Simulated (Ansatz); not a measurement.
## Nudged elastic band run: CH2ISi, charge -1

Input file:

```yaml
crystal:
  periodic: [false, false, false]
  atoms:
    - { symbol: C, position_ang: [-1.372021, -0.292174, -0.45581] }
    - { symbol: Si, position_ang: [0.228769, 0.134805, 0.048936] }
    - { symbol: I, position_ang: [1.624143, -1.721204, 1.197979] }
    - { symbol: H, position_ang: [-1.790739, 0.649739, -0.923455] }
    - { symbol: H, position_ang: [1.309849, 1.228824, 0.13235] }
total_charge: -1
basis:
  gaussian: { orbitals: def2-SVP }
hamiltonian:
  xc: revpbe
  dispersion: d4
neb:
  order_check: false
  images: 5
  f_tol: 0.03
  max_iterations: 60
  initial_path: idpp
  final_atoms:
    - { symbol: C, position_ang: [-1.21168601, 0.58940529, -0.67251514] }
    - { symbol: Si, position_ang: [0.28241487, 0.20485635, 0.04766411] }
    - { symbol: I, position_ang: [1.59880039, -1.89301379, 1.24266883] }
    - { symbol: H, position_ang: [-2.05489758, -0.13049489, -0.78042435] }
    - { symbol: H, position_ang: [1.38536933, 1.22923704, 0.16260656] }
```

Command:

```bash
$ ansatz run input.yaml --threads 1 --pin off --max-ram 2048MiB --backend cpu --events-out ev --progress --plain --runs-dir out
```

Output, in part (warnings, iteration lines, the closing report on the highest movable image, with atoms numbered from 0):

```
NEB end point (image 0): max|allowed force component| = 7.694e-3 eV/Å (the criterion of neb.relax_end_points is 1.000e-2)
NEB end point (image 6): max|allowed force component| = 2.858e-3 eV/Å (the criterion of neb.relax_end_points is 1.000e-2)
NEB iter   1: max|band force component| = 6.119e-1 eV/Å  barrier→ = 0.1784 eV  barrier← = 0.6038 eV  Δτ_max = 0.1620 Å  (185 SCF iters)
NEB iter   2: max|band force component| = 2.655e-1 eV/Å  barrier→ = 0.1564 eV  barrier← = 0.5818 eV  CI = image 2  Δτ_max = 0.1014 Å  (145 SCF iters)
NEB iter   3: max|band force component| = 1.862e-1 eV/Å  barrier→ = 0.1573 eV  barrier← = 0.5827 eV  CI = image 2  Δτ_max = 0.0310 Å  (142 SCF iters)
NEB iter   4: max|band force component| = 1.902e-1 eV/Å  barrier→ = 0.1564 eV  barrier← = 0.5818 eV  CI = image 2  Δτ_max = 0.0133 Å  (142 SCF iters)
NEB iter   5: max|band force component| = 3.721e-2 eV/Å  barrier→ = 0.1564 eV  barrier← = 0.5818 eV  CI = image 2  Δτ_max = 0.0151 Å  (147 SCF iters)
NEB iter   6: max|band force component| = 6.415e-2 eV/Å  barrier→ = 0.1564 eV  barrier← = 0.5818 eV  CI = image 2  Δτ_max = 0.0075 Å  (123 SCF iters)
NEB iter   7: max|band force component| = 1.400e-2 eV/Å  barrier→ = 0.1564 eV  barrier← = 0.5818 eV  CI = image 2  Δτ_max = 0.0000 Å  (243 SCF iters)
Total energy: -17043.02940029 eV, -626.3197782803 hartree
Atom 0 at    -1.213698     0.147396    -0.533102 Å, force     0.000224    -0.000708    -0.000567 eV/Å
Atom 1 at     0.317791     0.186714     0.068769 Å, force    -0.000246     0.000494     0.000634 eV/Å
Atom 2 at     1.436068    -1.975995     1.203903 Å, force    -0.000031     0.000082    -0.000085 eV/Å
Atom 3 at    -2.083782     0.593842    -1.022591 Å, force    -0.000018     0.000338     0.000256 eV/Å
Atom 4 at     1.543622     1.048033     0.283022 Å, force     0.000072    -0.000206    -0.000238 eV/Å
Dipole moment:     0.797791    -0.524977     0.486526 e Å
```

It converged. A vibrational analysis at the climbing image gives 2 clearly imaginary modes (467i, 197i cm⁻¹): a point of higher order, so a lower path passes nearby. Limits of this set-up: an anion without diffuse functions, the dipole of an ion depends on the origin.

Final band (atoms are numbered from 1 in the order of the input):

| image | path coordinate (Å) | energy (eV) | angle H4–C1–Si2 (°) |
| --- | --- | --- | --- |
| 0 | 0.00 | 0.000 | 105 |
| 1 | 0.33 | 0.053 | 124 |
| 2 | 0.65 | 0.156 | 153 |
| 3 | 0.89 | 0.046 | 178 |
| 4 | 1.13 | -0.221 | 158 |
| 5 | 1.37 | -0.401 | 135 |
| 6 | 1.61 | -0.425 | 124 |

Run time: 68 s on 1 thread of Arm Neoverse V1, with other jobs on the host, peak memory 0.24 GiB.
